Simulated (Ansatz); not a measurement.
Start from `C[SiH2]B1N[SiH2]1` and change one atom or group to get `B1N[SiH2]1`.

Ansatz, PBE0-D4/def2-TZVP geometries, multiplicity 1. Each molecule was computed in one conformer, which needn't be the lowest.

```tsv
property	`C[SiH2]B1N[SiH2]1`
LUMO energy (PBE0/def2-TZVPP) / eV	-0.77
size of the dipole moment (ωB97M-V/def2-TZVPP) / D	1.82
HOMO energy (B3LYP/def2-TZVPP) / eV	-6.51
HOMO–LUMO gap (PBE0/def2-TZVPP) / eV	5.93
LUMO energy (B3LYP/def2-TZVPP) / eV	-0.93
HOMO–LUMO gap (B3LYP/def2-TZVPP) / eV	5.58
```

(1) What does the change do to each property? (An estimate is asked.)

## Answers

(1) Computed: 
```csv
property,`B1N[SiH2]1`,shift
LUMO energy (PBE0/def2-TZVPP) / eV,-0.32,0.45
size of the dipole moment (ωB97M-V/def2-TZVPP) / D,1.22,-0.60
HOMO energy (B3LYP/def2-TZVPP) / eV,-6.87,-0.36
HOMO–LUMO gap (PBE0/def2-TZVPP) / eV,6.75,0.82
LUMO energy (B3LYP/def2-TZVPP) / eV,-0.52,0.41
HOMO–LUMO gap (B3LYP/def2-TZVPP) / eV,6.35,0.77
```

With PBE0 the HOMO falls by 0.36 eV and the LUMO rises by 0.45 eV, so the gap widens by about 0.81 eV. PBE moves the HOMO by -0.31 eV and ωB97M-V by -0.43 eV. Dipoles are sizes alone; their direction can turn.

B3LYP here is the variant with VWN-RPA as its local correlation; programs differ in this.
